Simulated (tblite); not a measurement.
Species: C4H12AlN3.
Numbering: `[CH3:1][N:2]([CH3:3])[Al:4]1[NH:5][CH2:6][CH2:7][NH:8]1` (hydrogens: H9, H10, H11 on C1; H12, H13, H14 on C3; H15 on N5; H16, H17 on C6; H18, H19 on C7; H20 on N8)

Computed with GFN2-xTB (tblite), gas phase: L-BFGS steps from a force-field or distance-geometry start until the largest atomic force falls under 0.01 eV/Å.

Step 38: E = -667.7598 eV
```
atom  x, y, z in Å  |  force x, y, z in eV/Å
C1     -2.1824   -0.6867    1.0934    0.042   0.060   0.019
N2     -1.6937   -0.1427   -0.1615    0.114  -0.047  -0.128
C3     -2.6867    0.6866   -0.8162    0.020   0.046   0.023
Al4     0.0783    0.0209   -0.3985    0.061   0.099   0.005
N5      1.2517   -1.3057   -0.5933   -0.020   0.114   0.012
C6      2.4382   -0.8109    0.0978   -0.032   0.048   0.068
C7      2.5728    0.7218   -0.0192    0.072   0.048  -0.047
N8      1.2507    1.3362   -0.0493    0.010  -0.271  -0.009
H9     -2.2916    0.0828    1.8592   -0.146   0.117   0.145
H10    -1.4668   -1.4187    1.4654    0.009  -0.078  -0.057
H11    -3.1567   -1.1605    0.9386    0.005  -0.101   0.042
H12    -2.4022    0.8498   -1.8584   -0.003  -0.054   0.059
H13    -2.7906    1.6677   -0.3414   -0.112   0.055   0.043
H14    -3.6609    0.1844   -0.7751    0.017   0.050  -0.131
H15     1.4170   -2.1002   -1.1847    0.063  -0.090  -0.001
H16     2.3313   -1.0219    1.1680    0.022  -0.108   0.089
H17     3.3630   -1.2839   -0.2475   -0.088   0.000  -0.056
H18     3.1324    0.9803   -0.9234    0.104  -0.040  -0.124
H19     3.1570    1.0725    0.8433   -0.015   0.053  -0.024
H20     1.3342    2.3386   -0.1006   -0.123   0.097   0.072
```

Step 39: E = -667.7663 eV
```
atom  x, y, z in Å  |  force x, y, z in eV/Å
C1     -2.1926   -0.6864    1.0963   -0.023   0.052   0.060
N2     -1.6892   -0.1210   -0.1437    0.030  -0.069  -0.044
C3     -2.6881    0.6866   -0.8145   -0.011   0.055   0.030
Al4     0.0802    0.0328   -0.3793    0.056   0.151  -0.033
N5      1.2380   -1.3031   -0.5792    0.106   0.077   0.014
C6      2.4416   -0.8108    0.0861    0.039   0.008   0.140
C7      2.5825    0.7240   -0.0223    0.106   0.014  -0.051
N8      1.2641    1.3451   -0.0664    0.077  -0.110   0.004
H9     -2.3397    0.0727    1.8711   -0.094   0.051   0.056
H10    -1.4724   -1.4126    1.4744   -0.010  -0.028  -0.053
H11    -3.1566   -1.1778    0.9165    0.065  -0.077   0.043
H12    -2.3855    0.8525   -1.8512   -0.025  -0.015   0.070
H13    -2.8270    1.6650   -0.3384   -0.080   0.008   0.000
H14    -3.6527    0.1621   -0.7918    0.052   0.063  -0.137
H15     1.3909   -2.1067   -1.1637    0.041  -0.046   0.028
H16     2.3639   -1.0235    1.1602   -0.008  -0.133   0.040
H17     3.3607   -1.2870   -0.2789   -0.166   0.038  -0.050
H18     3.1586    0.9807   -0.9183    0.061  -0.016  -0.099
H19     3.1595    1.0676    0.8511   -0.054   0.033  -0.091
H20     1.3586    2.3506   -0.1112   -0.163  -0.057   0.072
```

Step 40: E = -667.7740 eV
```
atom  x, y, z in Å  |  force x, y, z in eV/Å
C1     -2.1928   -0.6823    1.0983   -0.052  -0.013   0.083
N2     -1.6873   -0.1087   -0.1360    0.041  -0.057   0.021
C3     -2.6871    0.6904   -0.8125   -0.026   0.038   0.007
Al4     0.0817    0.0340   -0.3742   -0.039   0.126  -0.059
N5      1.2344   -1.3031   -0.5752    0.122   0.049   0.018
C6      2.4402   -0.8096    0.0821    0.121   0.009   0.157
C7      2.5854    0.7256   -0.0281    0.122  -0.050  -0.038
N8      1.2670    1.3417   -0.0809    0.130   0.045   0.026
H9     -2.3606    0.0679    1.8794   -0.038   0.043   0.017
H10    -1.4718   -1.4099    1.4748   -0.004   0.023  -0.037
H11    -3.1489   -1.1844    0.9092    0.026  -0.081   0.027
H12    -2.3748    0.8538   -1.8449   -0.018   0.037   0.021
H13    -2.8476    1.6664   -0.3390   -0.035   0.020   0.008
H14    -3.6454    0.1575   -0.8033    0.002   0.018  -0.122
H15     1.3899   -2.1114   -1.1514    0.015  -0.063   0.010
H16     2.3757   -1.0216    1.1570   -0.036  -0.139   0.052
H17     3.3544   -1.2884   -0.2902   -0.139   0.037  -0.053
H18     3.1714    0.9744   -0.9212    0.022   0.017  -0.067
H19     3.1550    1.0691    0.8512   -0.052   0.030  -0.129
H20     1.3560    2.3494   -0.0982   -0.162  -0.090   0.057
```

Step 41: E = -667.7825 eV
```
atom  x, y, z in Å  |  force x, y, z in eV/Å
C1     -2.1961   -0.6793    1.1028   -0.077  -0.063   0.062
N2     -1.6851   -0.0971   -0.1267   -0.029  -0.010   0.108
C3     -2.6872    0.6943   -0.8096   -0.032   0.006  -0.015
Al4     0.0832    0.0420   -0.3726   -0.083   0.033  -0.055
N5      1.2309   -1.3005   -0.5679    0.109   0.039   0.023
C6      2.4418   -0.8080    0.0811    0.128  -0.031   0.107
C7      2.5931    0.7264   -0.0349    0.104  -0.077  -0.020
N8      1.2758    1.3403   -0.0964    0.116   0.145   0.030
H9     -2.3883    0.0632    1.8892    0.022  -0.006  -0.061
H10    -1.4724   -1.4061    1.4774   -0.005   0.077  -0.006
H11    -3.1425   -1.1965    0.8999    0.028  -0.049   0.027
H12    -2.3623    0.8565   -1.8369   -0.008   0.097  -0.022
H13    -2.8732    1.6676   -0.3385    0.019  -0.006   0.006
H14    -3.6388    0.1508   -0.8205   -0.017  -0.015  -0.089
H15     1.3846   -2.1157   -1.1363   -0.007  -0.035   0.031
H16     2.3930   -1.0234    1.1572   -0.050  -0.124   0.013
H17     3.3450   -1.2900   -0.3089   -0.071   0.021  -0.025
H18     3.1897    0.9674   -0.9253   -0.024   0.033  -0.017
H19     3.1514    1.0699    0.8503   -0.007   0.048  -0.134
H20     1.3523    2.3489   -0.0866   -0.117  -0.083   0.040
```

**Question.** Estimate the geometry and energy of step 42. (The exact step hangs on the optimiser's Hessian estimate; all steps are aligned on step 41, rigid shifts and turns removed.)

**Answer.** E = -667.7876 eV, largest force 0.131 eV/Å
```
atom  x, y, z in Å  |  force x, y, z in eV/Å
C1     -2.1980   -0.6787    1.1062   -0.048  -0.065   0.018
N2     -1.6857   -0.0941   -0.1223   -0.046   0.034   0.105
C3     -2.6880    0.6968   -0.8082   -0.013  -0.020  -0.031
Al4     0.0828    0.0465   -0.3790   -0.078  -0.037  -0.017
N5      1.2330   -1.2974   -0.5654    0.048   0.011   0.004
C6      2.4438   -0.8074    0.0847    0.077  -0.032   0.030
C7      2.5984    0.7254   -0.0389    0.042  -0.056  -0.008
N8      1.2810    1.3384   -0.1027    0.050   0.121   0.012
H9     -2.3974    0.0621    1.8925    0.033  -0.013  -0.067
H10    -1.4715   -1.4033    1.4782    0.007   0.081   0.022
H11    -3.1383   -1.2030    0.8989   -0.007  -0.046   0.024
H12    -2.3567    0.8595   -1.8327    0.004   0.122  -0.042
H13    -2.8835    1.6687   -0.3383    0.042  -0.010   0.018
H14    -3.6374    0.1514   -0.8313   -0.034  -0.042  -0.063
H15     1.3869   -2.1173   -1.1293   -0.023   0.003   0.061
H16     2.3989   -1.0257    1.1606   -0.045  -0.106  -0.006
H17     3.3378   -1.2909   -0.3170    0.025  -0.011   0.001
H18     3.1975    0.9610   -0.9295   -0.039   0.038  -0.004
H19     3.1499    1.0720    0.8459    0.055   0.071  -0.089
H20     1.3417    2.3467   -0.0756   -0.050  -0.044   0.032
```

The energy changes by -0.0051 eV. The first-order estimate −F·Δx gives -0.0075 eV and the mean of the old and new forces, exact on a quadratic surface, -0.0051 eV. The step makes an angle of 65° with the force vector and moves no atom by more than 0.015 Å.

What follows is the cost of the whole relaxation. Time: 2.9 s. Hardware: Arm Neoverse N1, one thread, on a shared host.
